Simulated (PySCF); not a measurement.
Acid–base and redox partners of C=[SiH2]. Gas-phase values, no solvent. Strings in code marks are SMILES.

Computed with B3LYP-D3(BJ)/def2-TZVP (PySCF). B3LYP has the VWN-RPA correlation part, as in Gaussian. 

| species | dipole moment (D) |
|---|---|
| neutral parent (`C=[SiH2]`) | 0.75 |
| proton added at C1 (`C[SiH2+]`) | – |
| H atom removed from C1 (`[CH]=[SiH2]`) | 0.75 |
| H atom removed from Si2 (`C=[SiH]`) | 0.67 |
